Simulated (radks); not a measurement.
Valence configurations of Lu (all share [Xe]). Calculated with a radial shooting solver on a logarithmic mesh with Libxc functionals: scalar-relativistic Kohn-Sham, PBEsol, spin-polarised, spherical densities, point nucleus; open shells are filled with parallel spins first (spin-orbit coupling, left out, can overturn this in heavy ions). Energies are relative to 4f14 5d1 6s2; eigenvalues in eV for spin up.

valence               E (eV)  moment (Bohr magnetons)    e(4f)   e(5d)   e(6p)   e(6s)
4f14 5d1 6s2           0.000                        1   -9.625  -1.977       -  -4.871
4f14 5d2 6s1           1.967                        3   -8.376  -1.709       -  -4.902
4f13.5 5d1 6s2 6p0.5   5.140                        2  -14.921  -3.632  -2.006  -5.848
4f14 5d1 6p2           6.266                        3  -12.273  -4.144  -2.864       -
4f13.5 5d2 6s1 6p0.5   6.300                        4  -13.096  -2.970  -1.920  -5.653
4f13 5d2 6s2          10.218                        3  -17.125  -3.267       -  -5.364
4f13 5d1 6s2 6p1      12.530                        3  -20.636  -5.476  -2.562  -6.824
4f13 5d1.5 6s1.5 6p1  12.674                        4  -19.484  -4.995  -2.500  -6.675
4f13 5d2 6s1 6p1      12.686                        5  -18.371  -4.515  -2.387  -6.493
4f12 5d1 6s2 6p2      34.763                        5  -33.027  -9.533  -3.620  -8.736

NIST lists [Xe] 4f14 5d1 6s2 as the ground configuration; this level of theory agrees among the configurations tried. The energies are those of spherical high-spin densities, not of single terms.
